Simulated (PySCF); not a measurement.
# Excitation energy of Be by level of theory

Be [He] 2s2 (1S) → Be [He] 2s1 2p1 (3P), as a difference of total energies. Calculation: PySCF 2.14, in aug-cc-pCVDZ; the non-relativistic Hamiltonian (point nucleus). Correlated levels: valence and next inner shell: nothing frozen. The calculations carry no spin-orbit coupling.

| method | excitation energy (cm⁻¹) | error (cm⁻¹) |
| --- | --- | --- |
| UHF | 13148 | -8832 |
| MP2 (valence and next inner shell) | 18497 | -3483 |
| SCS-MP2 (valence and next inner shell) | 19988 | -1993 |
| CCSD (valence and next inner shell) | 21994 | +14 |
| CCSD(T) (valence and next inner shell) | 22044 | +63 |
| CCSDT (valence and next inner shell) | 22045 | +65 |

Reference: 21980 cm⁻¹ (measured; NIST levels, between the centres of gravity of the two terms).

Errors of the correlated levels include the incompleteness of this basis.
